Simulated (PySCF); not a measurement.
B(H)2(SH) (BH3S), SMILES BS.

Coordinates come from a ωB97X-D3(BJ)/def2-TZVP optimisation.

The numbers are results of PySCF with B3LYP/def2-TZVPD, not measurements.

Symmetry labels are those of the subgroup Cs that the program uses (full group Cs).

Computed valence orbital energies around the gap with their symmetry:
| orbital | symmetry | energy (eV) |
|---|---|---|
| HOMO−7 | A' | -160.81 |
| HOMO−6 | A" | -160.80 |
| HOMO−5 | A' | -20.66 |
| HOMO−4 | A' | -13.91 |
| HOMO−3 | A' | -11.76 |
| HOMO−2 | A' | -9.90 |
| HOMO−1 | A' | -9.00 |
| HOMO | A" | -8.23 |
| LUMO | A" | -1.56 |
| LUMO+1 | A' | -0.37 |
| LUMO+2 | A' | 0.50 |
| LUMO+3 | A' | 0.60 |
